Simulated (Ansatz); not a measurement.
Calculated with Ansatz (gas phase, PBE0-D4/def2-TZVP geometries, no zero-point term in ΔE). CCSD(T)/CBS is the MP2 limit (def2-TZVPP, def2-QZVPP) plus CCSD(T) − MP2 in def2-TZVPP, frozen cores. Functionals use def2-TZVPP. Elements past krypton have def2 core potentials. For I, Sn outer-core shells are correlated without core-valence functions, which leaves a few kJ/mol of doubt a bond.

Reaction (stannylene formation by 1,1-elimination): `[CH3][Sn]([CH3])([CH3])[I]` → `CI` + `[CH3][Sn][CH3]`

`[CH3][Sn]([CH3])([CH3])[I]`:

Z-matrix (Å, degrees):
```
C
Sn 1 2.136
H 1 1.090 2 109.6
H 1 1.092 2 110.0 3 120.1
H 1 1.090 2 109.6 3 -119.7
C 2 2.137 1 112.8 3 175.3
C 2 2.136 1 112.8 3 -55.5
I 2 2.712 1 105.9 3 59.9
H 6 1.091 2 109.9 1 64.4
H 6 1.090 2 109.6 1 -55.7
H 6 1.090 2 109.6 1 -175.4
H 7 1.091 2 110.0 1 -65.2
H 7 1.090 2 109.6 1 174.7
H 7 1.090 2 109.6 1 55.0
```

`CI`:

Cartesian coordinates in Å:
```
C 0.178 -0.099 0.102
I -1.487 0.824 -0.852
H 0.247 -1.117 -0.267
H 1.064 0.473 -0.156
H -0.002 -0.080 1.173
```

`[CH3][Sn][CH3]`:

Cartesian coordinates in Å:
```
C -0.800 0.754 -1.143
Sn -0.668 0.907 1.038
C 0.782 -0.729 1.172
H 0.195 0.900 -1.578
H -1.487 1.479 -1.580
H -1.125 -0.255 -1.417
H 1.662 -0.485 0.568
H 1.099 -0.935 2.195
H 0.343 -1.637 0.746
```

| species | LC-ωPBE energy (Eh) |
| --- | --- |
| `[CH3][Sn]([CH3])([CH3])[I]` | -631.85406 |
| `CI` | -337.64667 |
| `[CH3][Sn][CH3]` | -294.11259 |

(1) Work out ΔE.

Largest T1 diagnostic among the species: 0.013.

Answers

(1) ΔE = (-337.64667) + (-294.11259) − (-631.85406) = 0.09480 Eh = +2.58 eV. CCSD(T)/CBS gives +2.57 eV.

From BLYP to BHLYP (50 % exact exchange), in def2-TZVPP and without D4, ΔE moves by +0.44 eV. At CCSD(T), def2-SVP lies −0.18 eV from the extrapolated value and def2-TZVPP −0.12 eV. The D4 term adds +0.17 eV with B3LYP and +0.11 eV with PBE0; it sums over pairs of atoms, weighted by their polarisabilities, and B3LYP, whose exchange is more repulsive, gets the larger term.

B3LYP here is the variant with VWN-RPA as its local correlation; programs differ in this.
